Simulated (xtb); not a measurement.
C₅H₉NO, charge +1, doublet, from a rough starting geometry (a state made from the parent by changing its charge; the spin is typed, not shown lowest); GFN2-xTB (xtb).

The xtb input:
```
$ xtb mol.xyz --gfn 2 --chrg 1 --uhf 1 --opt vtight --json

# file mol.xyz
16

C      2.06273091    -0.37196948     0.21052164
N      0.68224134    -0.19798694     0.11808049
C      0.14157225     0.76348230    -0.82852872
C     -1.35565921     0.84236504    -0.39895387
C     -1.62544463    -0.48265750     0.28414132
C     -0.25627571    -0.86376258     0.84448660
O     -0.00401515    -1.64969091     1.68142741
H      2.53588686     0.60322755     0.43733135
H      2.53169875    -0.82388628    -0.55010332
H      2.18057016    -1.04184131     1.15673623
H      0.25275297     0.33754966    -1.85799617
H      0.65528089     1.72417221    -0.75150226
H     -1.49604891     1.72477317     0.16231246
H     -1.96406785     0.98093192    -1.27682865
H     -2.35924797    -0.40347492     1.12063111
H     -1.95593182    -1.19659128    -0.35811494
```

Output, abridged:

```
   ID    Z sym.   atoms
    1    6 C      1, 3-6
    2    7 N      2
    3    8 O      7
    4    1 H      8-16

           -------------------------------------------------
          |                Calculation Setup                |
           -------------------------------------------------

           -------------------------------------------------
          |                 G F N 2 - x T B                 |
           -------------------------------------------------

          ...................................................
          :                      SETUP                      :
          :.................................................:
          :  # basis functions                  37          :
          :  # atomic orbitals                  37          :
          :  # shells                           23          :
          :  # electrons                        39          :
          :  max. iterations                   250          :
          :  Hamiltonian                  GFN2-xTB          :
          :  restarted?                      false          :
          :  GBSA solvation                  false          :
          :  PC potential                    false          :
          :  electronic temp.          300.0000000     K    :
          :  accuracy                    1.0000000          :
          :  -> integral cutoff          0.2500000E+02      :
          :  -> integral neglect         0.1000000E-07      :
          :  -> SCF convergence          0.1000000E-05 Eh   :
          :  -> wf. convergence          0.1000000E-03 e    :
          :  Broyden damping             0.4000000          :
          :  net charge                          1          :
          :  unpaired electrons                  1          :
          ...................................................

 iter      E             dE          RMSdq      gap      omega  full diag
   1    -21.9913395 -0.219913E+02  0.378E+00    5.00       0.0  T
   2    -21.9940267 -0.268718E-02  0.329E+00    5.08       1.0  T
   3    -22.0855253 -0.914987E-01  0.181E+00    4.78       1.0  T
   4    -22.1012465 -0.157212E-01  0.805E-01    5.29       1.0  T
   5    -22.1019609 -0.714356E-03  0.287E-01    5.26       1.0  T
   6    -22.1022947 -0.333818E-03  0.262E-01    5.23       1.0  T
   7    -22.1032067 -0.912039E-03  0.985E-02    5.26       1.0  T
   8    -22.1032586 -0.518513E-04  0.285E-02    5.26       1.0  T
   9    -22.1032633 -0.469681E-05  0.179E-02    5.26       1.4  T
  10    -22.1032671 -0.385787E-05  0.923E-03    5.26       2.7  T
  11    -22.1032682 -0.103607E-05  0.291E-03    5.26       8.6  T
  12    -22.1032683 -0.109288E-06  0.949E-04    5.26      26.3  T
  13    -22.1032683  0.435637E-09  0.975E-04    5.26      25.7  T

   *** convergence criteria satisfied after 13 iterations ***

         :::::::::::::::::::::::::::::::::::::::::::::::::::::
         ::                     SUMMARY                     ::
         :::::::::::::::::::::::::::::::::::::::::::::::::::::
         :: total energy             -21.794782694102 Eh    ::
         :: gradient norm              0.188327341994 Eh/a0 ::
         :: HOMO-LUMO gap              5.258254356586 eV    ::
         ::.................................................::
         :: SCC energy               -22.103244248428 Eh    ::
         :: -> isotropic ES            0.112817411258 Eh    ::
         :: -> anisotropic ES         -0.010321545932 Eh    ::
         :: -> anisotropic XC          0.010109196255 Eh    ::
         :: -> dispersion             -0.008773437128 Eh    ::
         :: repulsion energy           0.308461554326 Eh    ::
         :: add. restraining           0.000000000000 Eh    ::
         :: total charge               1.000000000000 e     ::
         :::::::::::::::::::::::::::::::::::::::::::::::::::::

      -----------------------------------------------------------
     |                   =====================                   |
[...]
 * total energy  :   -21.8188862 Eh     change       -0.3270861E-05 Eh
 * total energy  :   -21.8188940 Eh     change       -0.7765675E-05 Eh
 * total energy  :   -21.8189104 Eh     change       -0.1646988E-04 Eh
 * total energy  :   -21.8189197 Eh     change       -0.9231915E-05 Eh
 * total energy  :   -21.8189521 Eh     change       -0.3239231E-04 Eh
 * total energy  :   -21.8189684 Eh     change       -0.1630018E-04 Eh
 * total energy  :   -21.8189398 Eh     change        0.2853261E-04 Eh
 * total energy  :   -21.8189784 Eh     change       -0.3857103E-04 Eh
 * total energy  :   -21.8189807 Eh     change       -0.2260773E-05 Eh
 * total energy  :   -21.8189815 Eh     change       -0.8009086E-06 Eh
 * total energy  :   -21.8189816 Eh     change       -0.1711668E-06 Eh
 * total energy  :   -21.8189817 Eh     change       -0.9575060E-07 Eh
   *** GEOMETRY OPTIMIZATION CONVERGED AFTER 38 ITERATIONS ***
         :: total energy             -21.818981726345 Eh    ::
[...]
        31                          0.0141126               0.3840
       ...                                ...                  ...
        37                          0.5082186              13.8293
      -------------------------------------------------------------
                  HL-Gap            0.1789037 Eh            4.8682 eV
             Fermi-level           -0.5515252 Eh          -15.0078 eV

     #   Z          covCN         q      C6AA      α(0)
     1   6 C        3.692    -0.082    22.266     6.752
     2   7 N        2.754     0.039    20.564     6.735
     3   6 C        3.772    -0.027    21.090     6.544
     4   6 C        3.823    -0.077    21.956     6.668
     5   6 C        3.826    -0.101    22.408     6.736
     6   6 C        2.789     0.280    22.268     7.730
     7   8 O        0.857    -0.274    19.319     5.893
     8   1 H        0.924     0.126     1.568     1.958
     9   1 H        0.923     0.158     1.342     1.812
    10   1 H        0.924     0.148     1.408     1.856
    11   1 H        0.923     0.141     1.457     1.888
    12   1 H        0.923     0.160     1.326     1.801
    13   1 H        0.924     0.118     1.626     1.994
    14   1 H        0.924     0.119     1.618     1.989
    15   1 H        0.924     0.141     1.457     1.888
    16   1 H        0.924     0.133     1.509     1.921

 Mol. C6AA /au·bohr⁶  :       1868.735614
 Mol. C8AA /au·bohr⁸  :      41945.192937
 Mol. α(0) /au        :         64.164217

Wiberg/Mayer (AO) data.
largest (>0.10) Wiberg bond orders for each atom

 ---------------------------------------------------------------------------
     #   Z sym  total        # sym  WBO       # sym  WBO       # sym  WBO
 ---------------------------------------------------------------------------
     1   6 C    3.940 --     2 N    1.097     8 H    0.945    10 H    0.931
                             9 H    0.870
     2   7 N    3.591 --     1 C    1.097     3 C    1.090     6 C    1.045
                             7 O    0.138
     3   6 C    3.958 --     2 N    1.090     4 C    1.010    11 H    0.898
                            12 H    0.862
     4   6 C    3.984 --     5 C    1.017     3 C    1.010    13 H    0.938
                            14 H    0.929
     5   6 C    3.985 --     4 C    1.017     6 C    0.991    16 H    0.930
                            15 H    0.900
     6   6 C    3.936 --     7 O    1.816     2 N    1.045     5 C    0.991
     7   8 O    2.187 --     6 C    1.816     2 N    0.138
     8   1 H    0.984 --     1 C    0.945
     9   1 H    0.970 --     1 C    0.870
    10   1 H    0.978 --     1 C    0.931
    11   1 H    0.977 --     3 C    0.898
    12   1 H    0.967 --     3 C    0.862
    13   1 H    0.985 --     4 C    0.938
    14   1 H    0.985 --     4 C    0.929
    15   1 H    0.980 --     5 C    0.900
    16   1 H    0.982 --     5 C    0.930
 ---------------------------------------------------------------------------

Topologies differ in total number of bonds
Writing topology from bond orders to xtbtopo.mol

molecular dipole:
                 x           y           z       tot (Debye)
 q only:        0.381       0.960      -0.688
   full:        0.438       1.101      -0.811       3.649
molecular quadrupole (traceless):
                xx          xy          yy          xz          yz          zz
 q only:       11.443      -1.642      -5.778      -0.070       0.604      -5.664
  q+dip:       10.783      -0.947      -6.020      -0.828       2.933      -4.763
   full:       10.908      -1.057      -6.183      -0.742       3.048      -4.725

optimized geometry written to: xtbopt.xyz

           -------------------------------------------------
          | TOTAL ENERGY              -21.818981726345 Eh   |
          | GRADIENT NORM               0.000112603538 Eh/α |
          | HOMO-LUMO GAP               4.868218388920 eV   |
           -------------------------------------------------

normal termination of xtb
```
